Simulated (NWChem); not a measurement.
System: ReO4 anion; SMILES [O]=[Re-](=[O])(=[O])=[O]

No frequency run checked for a minimum. B3LYP is NWChem's, with the RPA form of VWN correlation. def2 effective core potentials on Re; no spin-orbit coupling.

Task: Give the equilibrium geometry at B3LYP/def2-SVPD with def2 effective core potentials on Re (NWChem) as a Z-matrix, with the point group.

Result: point group Td; any orientation.
```
Re
O 1 1.7445
O 1 1.7445 2 109.47
O 1 1.7445 2 109.47 3 120.00
O 1 1.7445 2 109.47 3 -120.00
```
